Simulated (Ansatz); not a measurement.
Total energies of B₁₀⁺ from Ansatz at r2SCAN-D4/def2-TZVP, gas phase (1 Eh = 27.2114 eV = 2625.5 kJ/mol). The reference geometry is relaxed at PBE0-D4/def2-SVP.

Cartesian coordinates in Å:
```
B -0.673 -0.821 1.928
B 0.704 1.290 -0.343
B 0.038 1.582 -1.743
B -0.132 -0.902 -0.946
B -0.986 0.693 -0.756
B -1.181 -0.307 0.500
B 1.116 0.358 0.940
B 0.354 -1.268 0.551
B -0.108 0.105 -2.189
B 0.869 -0.730 2.057
```

```json
{"state": "charge 1 doublet", "geometry": "reference", "energy (Eh)": "-247.81605"}
{"state": "charge 0 singlet", "geometry": "reference", "energy (Eh)": "-248.09785"}
{"state": "charge 1 quartet", "geometry": "relaxed at PBE0-D4/def2-SVP", "energy (Eh)": "-247.77287"}
```

(1) Work out the vertical electron affinity, to the singlet.

(2) Which of the charge 1 states is lowest, and how far above it are the others?

(1) E(charge 1 doublet) − E(charge 0 singlet) = -247.81605 − (-248.09785) = 0.28180 Eh = 7.67 eV.

(2) The doublet. quartet: -247.77287 − (-247.81605) = 0.04318 Eh = 113.4 kJ/mol. The quartet differs in its bonds from the reference.

The structure comes from a short search, and lower isomers may exist.
